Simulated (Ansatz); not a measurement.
CH8O4Si2, SMILES `C[SiH](O)O[SiH](O)O`, relaxed with RKS PBE0-D4/def2-TZVP in Ansatz 0.2.0 from a PBE-D4/def2-SVP geometry. The force threshold is 0.005 eV/Å; the program also tests the step.

Total charge 0; spin multiplicity 1.

Start:

```xyz
15

C     1.572   -0.766    0.953
Si    0.231   -1.434   -0.176
O     0.837   -2.211   -1.529
O    -0.720   -0.133   -0.666
Si   -1.525    1.181   -0.030
O    -0.743    1.851    1.285
O    -1.598    2.342   -1.230
H     2.253   -0.085    0.400
H     2.183   -1.579    1.395
H     1.108   -0.178    1.772
H    -0.625   -2.469    0.486
H     1.473   -1.696   -2.055
H    -2.860    0.753    0.477
H    -0.009    2.446    1.050
H    -1.578    1.977   -2.132
```

(1) By how much does the energy fall, and how many steps does the optimiser take? (Estimate.)

(2) Which bonds change most? (Estimate.)

(3) Give the relaxed structure. (Best estimate.)

Answers

(1) Computed: 0.16 eV, in 17 steps, 1 of them rejected.

(2) Computed: Si2–O4 from 1.685 to 1.639 Å; O4–Si5 from 1.668 to 1.624 Å; Si5–O6 from 1.670 to 1.631 Å; Si5–O7 from 1.671 to 1.636 Å.

(3) The calculation gave: 
```xyz
15

C     1.615   -0.904    0.997
Si    0.253   -1.388   -0.166
O     0.821   -2.080   -1.540
O    -0.612   -0.049   -0.551
Si   -1.490    1.215   -0.032
O    -0.771    2.033    1.182
O    -1.675    2.256   -1.281
H     2.298   -0.189    0.528
H     2.195   -1.776    1.306
H     1.202   -0.429    1.890
H    -0.652   -2.404    0.415
H     1.499   -1.616   -2.033
H    -2.771    0.721    0.503
H    -0.159    2.731    0.941
H    -1.753    1.878   -2.158
```
